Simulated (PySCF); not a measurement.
Delta-SCF ions had no search for a lower state. Excitations are Tamm–Dancoff values on a coarser integration grid. The basis has no diffuse functions, so Rydberg states are missing or too high.

Z-matrix (Å, degrees):
```
C
C 1 1.4067
C 2 1.3829 1 120.00
H 3 1.0907 2 121.00 1 180.00
H 2 1.0924 3 120.04 4 0.00
C 3 1.4073 4 119.05 2 -180.00
C 6 1.3869 3 121.89 4 -180.00
H 7 1.0906 6 120.45 3 180.00
C 7 1.3980 8 121.98 6 -180.00
C 1 1.4336 2 129.75 5 0.00
C 10 1.3695 1 113.71 2 -180.00
H 10 1.0917 11 123.09 1 -180.00
Cl 6 1.7322 7 119.28 8 0.00
S 9 1.7351 7 127.05 8 0.00
Si 11 1.8702 10 126.46 12 0.00
H 15 1.4919 11 107.33 10 0.00
H 15 1.4934 16 109.89 11 -120.56
H 15 1.4934 16 109.89 17 -118.89
```
Charge 0, spin multiplicity 1.

**Question.** What is the computed vertical ionisation energy (Delta-SCF), dipole moment, T1 excitation (TDA), HOMO, total energy, S1–T1 gap (TDA), S1 excitation (TDA) and vertical electron affinity (Delta-SCF) (ωB97X-D3(BJ)/def2-TZVP // PBE0-D3(BJ)/def2-SVP (PySCF))?

**Answer.** 
```yaml
vertical ionisation energy (Delta-SCF): 8.33 eV
dipole_moment: 1.72 D
T1 excitation (TDA): 3.36 eV
HOMO: -8.64 eV
total_energy: -1457.2915 Ha
S1–T1 gap (TDA): 1.51 eV
S1 excitation (TDA): 4.87 eV
vertical electron affinity (Delta-SCF): -0.12 eV
```
